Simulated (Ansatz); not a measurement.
Species: sum formula AlO₂ClH₂ (charge 0, singlet). SMILES: [OH][Al]([OH])[Cl]
Coordinates optimised at B3LYP-D3(BJ)/def2-TZVP (Ansatz, a first-principles code):
```
Al
O 1 1.6845
H 2 0.9586 1 122.89
O 1 1.6882 2 120.46 3 0.00
H 4 0.9581 1 123.77 2 -180.00
Cl 1 2.0901 2 118.08 3 -180.00
```
Charge 0, spin multiplicity 1.

Quantity: vertical triplet-singlet gap (E(triplet) - E(singlet); each state is the SCF solution reached for its spin), in kcal/mol. Valence correlation only, unless marked. Open shells are spin-unrestricted. No spin-orbit coupling. Non-relativistic. CBS(X,Y): correlation extrapolated as X^-3; Hartree-Fock from the larger set.

| level | program | vertical triplet-singlet gap (kcal/mol) | minus last row |
|---|---|---|---|
| HF/aug-cc-pV(T+d)Z | Ansatz | 144.0 | -25.1 |
| r2SCAN/def2-TZVPD | Ansatz | 144.8 | -24.3 |
| BHLYP/def2-TZVPD | Ansatz | 160.2 | -8.9 |
| wB97M-V/def2-TZVPD | Ansatz | 165.6 | -3.5 |
| RI-MP2/aug-cc-pV(T+d)Z | Ansatz | 174.8 | 5.7 |
| SCS-MP2/aug-cc-pV(T+d)Z | Ansatz | 175.0 | 5.9 |
| SCS-MP2/aug-cc-pV(Q+d)Z | Ansatz | 176.5 | 7.4 |
| CCSD/aug-cc-pV(T+d)Z | Ansatz | 166.6 | -2.5 |
| CCSD(T)/aug-cc-pV(T+d)Z | Ansatz | 167.0 | -2.1 |
| CCSD(T)/CBS(aug-cc-pV(T+d)Z,aug-cc-pV(Q+d)Z) | Ansatz | 169.1 | 0.0 |
